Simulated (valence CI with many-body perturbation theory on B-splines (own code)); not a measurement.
Results of a calculation; reference values are marked as such.
**Co XIV: magnetic and hyperfine properties of the levels**

Level of theory: configuration interaction combined with many-body perturbation theory (CI+MBPT): four valence electrons over a frozen Dirac-Fock core [Ne], a basis of 11 s, 11 p, 10 d, 8 f, 5 g, 2 h functions for each j, with the one-electron correlation potential Σ1 (screened to all orders), the two-electron term Σ2, the three-electron term Σ3, Breit, model QED; selected single and double excitations, second order for the rest, scaled by the run's own slope (own B-spline code, finite nucleus).

No measured spectrum was set against this ion. As an estimate, levels of excited configurations hold to 0.05 to 0.15 % of their energy, terms of the ground configuration to about 0.5 %. Among the levels kept, up to 560 cm⁻¹ of a level comes from second order outside the variational space, and about a tenth of that is noise between levels of different J, which matters for small intervals.

A/g_I is the dipole constant over the nuclear g factor μ/I (μ in nuclear magnetons, uniformly magnetised nucleus), B/Q the quadrupole constant per barn. Both hold the static response of the core; the bare values leave it out. Large factors of s and p1/2 electrons are usually good to 5 to 10 %; those of open d and f shells near neutrality can be off by tens of per cent, and small factors of p3/2, d and f electrons come from cancelling terms and can be off by a factor of two or in sign, in half-filled shells by more. B is blank for J = 1/2, where it vanishes, and for nearly pure S terms. Energies count from the lowest level. Levels with J = 0 are left out.

Names give the largest LS component (configuration and term), which can be under half, so a name can repeat, a term be missing and a line seem to break the LS rules; names also repeat where a configuration has a term twice.

```csv
Level,E (cm⁻¹),g,A/g_I (MHz),A/g_I bare,B/Q (MHz/b),B/Q bare
3s²3p² ³P_1,11840,1.500,-41.8,200,4720,4510
3s²3p² ³P_2,22690,1.441,8180,7970,-6430,-6140
3s²3p² ¹D_2,55075,1.058,7960,7650,15800,15100
3s3p³ ⁵S°_2,233890,1.994,23700,22900,,
3s3p³ ³D°_1,310840,0.544,-13700,-13000,3770,3610
3s3p³ ³D°_2,311050,1.190,13700,13100,7270,6950
3s3p³ ³D°_3,314880,1.333,21600,20600,-1040,-983
3s3p³ ³P°_1,357050,1.461,29600,28200,-4240,-4050
3s3p³ ³P°_2,357910,1.447,21100,20200,-7400,-7070
3s3p³ ¹D°_2,392000,1.034,9250,8880,-3270,-3100
3s3p³ ³S°_1,446740,1.760,-13900,-12400,-5.40,-1.98
3s²3p3d ³F°_2,461290,0.671,7370,7100,7010,6840
3s²3p3d ³F°_3,469590,1.084,4580,4550,7420,7240
3s3p³ ¹P°_1,473380,1.233,-461,-117,178,176
3s²3p3d ³F°_4,482110,1.250,2530,2620,11200,10900
3s²3p3d ³P°_2,520980,1.267,2390,2540,712,775
3s²3p3d ³P°_1,530320,1.070,-3600,-3060,2210,2160
3s²3p3d ¹D°_2,536340,1.146,2010,2110,-969,-844
3s²3p3d ³D°_1,544180,0.935,3340,3370,-5540,-5340
3s²3p3d ³D°_3,546790,1.327,4770,4790,-6310,-5930
3s²3p3d ³D°_2,547350,1.247,4940,4970,-6980,-6690
3s²3p3d ¹F°_3,597660,1.003,3750,3720,10800,10600
3s²3p3d ¹P°_1,612800,0.994,-1160,-874,1460,1470
3p⁴ ³P_2,648240,1.438,7450,7490,2770,2680
3p⁴ ³P_1,664080,1.498,4400,4640,-2660,-2550
3p⁴ ¹D_2,676370,1.061,9620,9260,-13900,-13300
3s3p²3d ⁵F_1,681080,0.024,-17400,-16500,-846,-750
3s3p²3d ⁵F_2,683830,1.018,3510,3550,1190,1190
3s3p²3d ⁵F_3,688200,1.263,8460,8300,1750,1780
3s3p²3d ⁵F_4,694430,1.356,10500,10200,-52.6,103
3s3p²3d ⁵F_5,702370,1.398,12400,12000,-7840,-7290
3s3p²3d ⁵D_1,707570,1.482,14600,14200,-4620,-4450
3s3p²3d ⁵D_2,708840,1.474,14300,13900,-5090,-4890
3s3p²3d ⁵D_3,710790,1.469,14100,13700,-2570,-2430
```

(1) Take the isotope of mass number 60, with I = 5, μ = 3.799 μN and Q = 0.46 b. What is the hyperfine structure of 3s3p³ ³D°_2?

Answers

(1) From the table A = 10400 MHz, B = 3340 MHz. Shifts from the centre of gravity in MHz: F = 3: -123000, F = 4: -83200, F = 5: -32200, F = 6: 30300, F = 7: 105000.
